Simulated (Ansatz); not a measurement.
Cu₂Sn₂⁺, relaxed as a doublet with UKS PBE-D4/def2-SVP in Ansatz, starting from the GFN2-xTB geometry. Force threshold 0.02 eV/Å.

In the def2 sets Sn takes a core potential; there is no spin–orbit coupling. The structure comes from a short search, and lower isomers may exist.

Start:

```xyz
4

Cu   -0.302   -1.379   -0.046
Cu    0.916   -0.662   -1.936
Sn   -1.044    0.810    2.143
Sn    0.429    1.231   -0.161
```

```tsv
step	energy (eV)	largest force component (eV/Å)	SCF passes
1	-100913.4935	1.214	48
2	-100913.6748	0.561	31
3	-100913.7231	0.310	27
4	-100913.7528	0.187	33
5	-100913.7631	0.301	35
6	-100913.8063	0.295	32
7	-100913.8666	0.240	34
8	-100913.9470	0.272	34
9	-100914.0773	0.405	35
10	-100914.2179	0.667	36
11	-100914.4461	0.324	30
12	-100914.5359	0.281	29
13	-100914.5506	0.031	24
14	-100914.5510	0.002	23
```

Force components are those of the run's own axes.

End:

```xyz
4

Cu    0.5074   -1.3273    0.6104
Cu   -0.3612   -0.2267   -1.4866
Sn   -1.4173    0.4372    0.8165
Sn    1.2711    1.1168    0.0596
```

Bonds formed: Cu2–Sn3 (atoms count from 1). Metal–metal contacts that move far: Cu1–Sn3 3.18 to 2.62 Å.

No frequencies were taken in this run, so the end may be a saddle point.

It took 33 s on 4 threads of Arm Neoverse V1 on a shared host.
